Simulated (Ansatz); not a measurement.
Ansatz (an electronic-structure program) input (HF/def2-TZVP):

Ansatz 0.2 input:
```yaml
crystal:
  periodic: [false, false, false]
  atoms:
    - {symbol: C, position_ang: [-0.00000000, -0.00000000, -0.76527862]}
    - {symbol: F, position_ang: [0.00000000, 0.00000000, 0.51018575]}
basis:
  gaussian:
    orbitals: def2-TZVP
hamiltonian:
  xc: {name: HF}
magnetization: {spin_polarized: true, initial_magnetization: 1}
relax: {f_tol: 0.003, max_steps: 100}
```

End of the output:

```
mean field evaluation 4: about -3734.1930 eV, gradient 8.3e-1 eV
mean field evaluation 8: about -3734.2045 eV, gradient 4.3e-2 eV
mean field evaluation 16: about -3734.2745 eV, gradient 2.3e-5 eV
mean field evaluation 32: about -3727.0596 eV, gradient 1.3e1 eV
mean field -3734.27450133 eV, -137.2320567418 hartree, gradient 5.0e-5 eV, S^2 0.762173; 0 other end points of the search recorded, 0 dependent functions left out
the calculation of the forces begins
reference -3734.27450133 eV, -137.2320567418 hartree; 8, 7 occupied and 54, 55 virtual orbitals, 430 factors
relax step   1: F+E_penalty+E_count = -3734.27450133 eV  Δ(F+E_penalty+E_count) = +0.000e0 eV  max|allowed force component| = 1.091e0 eV/Å  Δτ_max = 0.0000 Å  (81 SCF iters, accepted)
these checks for a lower state are left out or cut short: starts, cluster_reference, orbital_swaps, neighbouring_geometries, increment
integrals: 0.01 GiB planned
430 factors; their error is unknown
mean field: 0.09 GiB planned
mean field -3734.28448107 eV, -137.2324234903 hartree, gradient 5.2e-5 eV, S^2 0.762066; 0 other end points of the search recorded, 0 dependent functions left out
the calculation of the forces begins
reference -3734.28448107 eV, -137.2324234903 hartree; 8, 7 occupied and 54, 55 virtual orbitals, 430 factors
relax step   2: F+E_penalty+E_count = -3734.28448107 eV  Δ(F+E_penalty+E_count) = -9.980e-3 eV  max|allowed force component| = 4.780e-1 eV/Å  Δτ_max = 0.0063 Å  (45 SCF iters, accepted)
these checks for a lower state are left out or cut short: starts, cluster_reference, orbital_swaps, neighbouring_geometries, increment
integrals: 0.01 GiB planned
430 factors; their error is unknown
mean field: 0.09 GiB planned
mean field evaluation 64: about -3734.2165 eV, gradient 1.7e-3 eV
mean field -3734.28667661 eV, -137.2325041752 hartree, gradient 5.2e-5 eV, S^2 0.761982; 0 other end points of the search recorded, 0 dependent functions left out
the calculation of the forces begins
reference -3734.28667661 eV, -137.2325041752 hartree; 8, 7 occupied and 54, 55 virtual orbitals, 430 factors
relax step   3: F+E_penalty+E_count = -3734.28667661 eV  Δ(F+E_penalty+E_count) = -2.196e-3 eV  max|allowed force component| = 3.062e-2 eV/Å  Δτ_max = 0.0048 Å  (44 SCF iters, accepted)
these checks for a lower state are left out or cut short: starts, cluster_reference, orbital_swaps, neighbouring_geometries, increment
integrals: 0.01 GiB planned
430 factors; their error is unknown
mean field: 0.09 GiB planned
mean field -3734.28668526 eV, -137.2325044927 hartree, gradient 5.3e-5 eV, S^2 0.761987; 0 other end points of the search recorded, 0 dependent functions left out
the calculation of the forces begins
reference -3734.28668526 eV, -137.2325044927 hartree; 8, 7 occupied and 54, 55 virtual orbitals, 430 factors
relax step   4: F+E_penalty+E_count = -3734.28668526 eV  Δ(F+E_penalty+E_count) = -8.642e-6 eV  max|allowed force component| = 6.088e-4 eV/Å  Δτ_max = 0.0003 Å  (47 SCF iters, accepted)
integrals: 0.01 GiB planned
430 factors; their error is unknown
mean field: 0.09 GiB planned
mean field evaluation 96: about -3734.2163 eV, gradient 1.1e-1 eV
mean field evaluation 128: about -3734.2231 eV, gradient 2.0e0 eV
mean field -3734.28668526 eV, -137.2325044927 hartree, gradient 5.3e-5 eV, S^2 0.761987; 1 other end points of the search recorded, 0 dependent functions left out
the calculation of the forces begins
reference -3734.28668526 eV, -137.2325044927 hartree; 8, 7 occupied and 54, 55 virtual orbitals, 430 factors
Total energy: -3734.28668526 eV, -137.2325044927 hartree
Atom 0 at    -0.000000     0.000000    -0.754400 Å, force     0.000000    -0.000000     0.000609 eV/Å
Atom 1 at     0.000000    -0.000000     0.499307 Å, force    -0.000000     0.000000    -0.000609 eV/Å
Dipole moment:     0.000000    -0.000000     0.113329 e Å
```
